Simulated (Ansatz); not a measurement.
Geometry optimisation, RKS CAM-B3LYP-D4/def2-SVP in Ansatz.

Input file:

```yaml
crystal:
  periodic: [false, false, false]
  atoms:
    - { symbol: S, position_ang: [-0.5434, -1.1505, 0.5933] }
    - { symbol: Ge, position_ang: [-0.5614, 0.5903, -0.8496] }
    - { symbol: H, position_ang: [0.774, -1.2484, 0.5086] }
    - { symbol: H, position_ang: [0.3863, 1.7484, -0.2725] }
basis:
  gaussian: { orbitals: def2-SVP }
hamiltonian:
  xc: cam_b3lyp
  dispersion: d4
relax:
  f_tol: 0.015
  max_steps: 40
```

Launched with:

```bash
$ ansatz run input.yaml --threads 1 --pin off --max-ram 2048MiB --backend cpu --events-out ev --progress --plain --runs-dir out
```

Question: Where does it end, and by what steps?

Answer: It converged. After 6 steps the energy has fallen by 0.580 eV; H4 moved furthest, 0.43 Å.

| step | energy less start (eV) | largest force component (eV/Å) | accepted |
| --- | --- | --- | --- |
| 0 | 0.0000 | 0.947 | yes |
| 1 | -0.2743 | 0.844 | yes |
| 2 | -0.4033 | 1.130 | yes |
| 3 | -0.5165 | 0.855 | yes |
| 4 | -0.5409 | 0.332 | yes |
| 5 | -0.5764 | 0.355 | yes |
| 6 | -0.5802 | 0.014 | yes |

```xyz
4
Properties=species:S:1:pos:R:3
S -0.448 -1.201 0.276
Ge -0.841 0.741 -0.745
H 0.782 -0.965 0.775
H 0.562 1.365 -0.326
```

Whether the end is a true minimum wasn't checked by a vibrational analysis.

The run took 60 s on 1 thread of Intel(R) Xeon(R) Processor @ 2.50GHz (Skylake/Cascade Lake), on a shared host, peak memory 0.13 GiB.
